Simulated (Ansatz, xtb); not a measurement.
**Relative energy of two isomers of CH4ClF3GeSi**

Structure I: `F[C](F)(F)[GeH2][SiH2]Cl`, a singlet. Structure II: `F[C](F)(F)[GeH]([SiH3])[Cl]`, a singlet. Both are isolated molecules in the gas phase, relaxed with PBE0-D3(BJ)/def2-SVP; each stands in its lowest conformer found.

Quicker runs give these differences E(II) − E(I): GFN2-xTB −21.2 kJ/mol; HF/STO-3G −0.4 kJ/mol (at GFN2-xTB geometries); r2SCAN-D4/def2-SVP +9.8 kJ/mol (at GFN2-xTB geometries).

Q: Which of the two would you expect CCSD(T)/def2-SVP + ΔMP2/def2-TZVPP electronic energies to favour?

A: Structure I; the calculation gives E(II) − E(I) = +16.3 kJ/mol.

The same difference at several levels:

| level | geometry | E(II) − E(I) (kJ/mol) | departure from the last row (kJ/mol) | job, with rough time for the two |
| --- | --- | --- | --- | --- |
| GFN2-xTB | GFN2-xTB | −21.2 | −37.5 | optimisation, 0.17 s |
| HF/STO-3G | GFN2-xTB | −0.4 | −16.7 | single point, 0.82 s |
| r2SCAN-D4/def2-SVP | GFN2-xTB | +9.8 | −6.5 | single point, 7.5 s |
| PBE0-D3(BJ)/def2-SVP | PBE0-D3(BJ)/def2-SVP | +12.7 | −3.6 | optimisation, 99 s |
| HF/def2-SVP | PBE0-D3(BJ)/def2-SVP | +12.2 | −4.0 | part of the CCSD(T) run |
| MP2/def2-SVP | PBE0-D3(BJ)/def2-SVP | +13.3 | −3.0 | part of the CCSD(T) run |
| CCSD(T)/def2-SVP | PBE0-D3(BJ)/def2-SVP | +12.0 | −4.3 | single point |
| CCSD(T)/def2-SVP + ΔMP2/def2-TZVPP | PBE0-D3(BJ)/def2-SVP | +16.3 |  | single point, 2.3 min |

As drawn, II has 1 Cl–Ge, 1 Si–H in place of 1 Cl–Si, 1 Ge–H.

GFN2-xTB puts the two in the other order. HF/STO-3G finds them nearly level. The largest departure from CCSD(T)/def2-SVP + ΔMP2/def2-TZVPP is that of GFN2-xTB, 37.5 kJ/mol. The last row adds to CCSD(T) the change of the MP2 difference between the two basis sets, here +4.3 kJ/mol.

With thermal terms from frequencies at re-optimised GFN2-xTB minima (ideal gas, soft modes damped towards free rotors, one conformer each, 298.15 K, 1 atm): the zero-point term adds −2.1 kJ/mol; ΔH is +15.6 and ΔG +11.3 kJ/mol.

The correlated steps freeze 23 core orbitals; the filled d shell of Ge is correlated, in a basis made for valence electrons. Codes used: Ansatz 0.2.0, xtb 6.7.1; the last row on 2 threads of Arm Neoverse V2 on a shared host.
